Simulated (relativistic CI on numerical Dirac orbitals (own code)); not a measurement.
Au⁵⁺: N6,7 absorption edge

Computed with this model: Dirac-Coulomb-Breit CI, KLI orbitals optimised for each configuration, a model potential for QED, valence Slater integrals scaled by 0.7, multiplet model of core-to-valence dipole absorption; configurations [Xe] 4f14 5d6 → [Xe] 4f13 5d7; 10 K; Lorentzian 0.18 eV and Gaussian 0.3 eV FWHM. Energies are those of the free ion, without screening or charge transfer. The branching ratio is the share of the lower-energy edge in the whole absorption, uncertain by about 0.02 where the edges overlap. S is read from ⟨S²⟩ = S(S + 1).

Field parameters in Wybourne normalisation: Td as Oh with Dq negative (B⁴₀ = 21Dq, B⁴₄ = √(5/14) B⁴₀). The field is a parameter set, without covalency.

Computed curve for Td, 10Dq = -4450 cm⁻¹, scaled to 100 at the maximum (points under 2 are left out and the grid is thinned):

(Energy (eV), Intensity): (84.3, 2.5), (84.4, 3.3), (84.5, 4.6), (84.6, 6.3), (84.7, 8.9), (84.8, 13.2), (84.9, 20.0), (85.0, 28.1), (85.2, 39.6), (85.3, 48.7), (85.4, 67.8), (85.5, 87.5), (85.6, 90.7), (85.7, 76.6), (85.8, 62.2), (85.9, 64.6), (86.0, 84.2), (86.1, 100.0), (86.2, 91.1), (86.3, 64.3), (86.4, 39.8), (86.5, 25.1), (86.6, 17.4), (86.8, 11.0), (86.9, 9.1), (87.0, 7.7), (87.1, 6.4), (87.2, 5.5), (87.3, 5.2), (87.4, 5.9), (87.5, 7.1), (87.6, 7.9), (87.7, 7.5), (87.8, 6.1), (87.9, 4.7), (88.0, 3.7), (88.1, 3.2), (88.3, 3.6), (88.4, 4.9), (88.5, 7.8), (88.6, 13.1), (88.7, 19.6), (88.8, 23.9), (88.9, 23.1), (89.0, 18.6), (89.1, 13.8), (89.2, 9.9), (89.3, 7.1), (89.4, 5.2), (89.5, 4.3), (89.6, 3.9), (89.7, 3.5), (89.9, 2.9), (90.0, 3.0), (90.1, 3.1), (90.2, 3.0), (90.3, 2.7), (90.4, 2.5), (90.5, 2.4), (90.6, 2.2)

The ground state has S = 1.70, and the centroid lies at 86.35 eV.
